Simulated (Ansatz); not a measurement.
Species: sum formula H₆Si₂O (charge 0, singlet). 
Coordinates optimised at B3LYP-D3(BJ)/def2-TZVP (Ansatz, a first-principles code):
```
O
Si 1 1.6366
Si 1 1.6366 2 149.58
H 2 1.4780 1 108.35 3 -179.52
H 3 1.4780 1 108.35 2 -179.52
H 3 1.4817 5 109.63 1 120.17
H 2 1.4817 4 109.63 1 120.17
H 2 1.4818 4 109.62 7 119.64
H 3 1.4818 5 109.62 6 119.64
```

Quantity: vertical triplet-singlet gap (E(triplet) - E(singlet); each state is the SCF solution reached for its spin; for the triplet T1 is 0.069), in eV. Correlated levels leave the core frozen unless marked. Open shells are spin-unrestricted. Spin-orbit coupling is left out. Non-relativistic. CBS marks a two-point X^-3 extrapolation of the correlation energy; Hartree-Fock from the larger set. [CCSD(T)-MP2]/basis is that difference in the basis named.

| level | program | vertical triplet-singlet gap (eV) |
|---|---|---|
| HF/aug-cc-pV(D+d)Z | Ansatz | 7.38 |

Problem. Predict the RI-MP2/CBS(aug-cc-pV(T+d)Z,aug-cc-pV(Q+d)Z)+[CCSD(T)-MP2]/aug-cc-pV(T+d)Z result (Ansatz).

Solution. 7.34 eV, so HF/aug-cc-pV(D+d)Z differs from it by 0.04 eV.
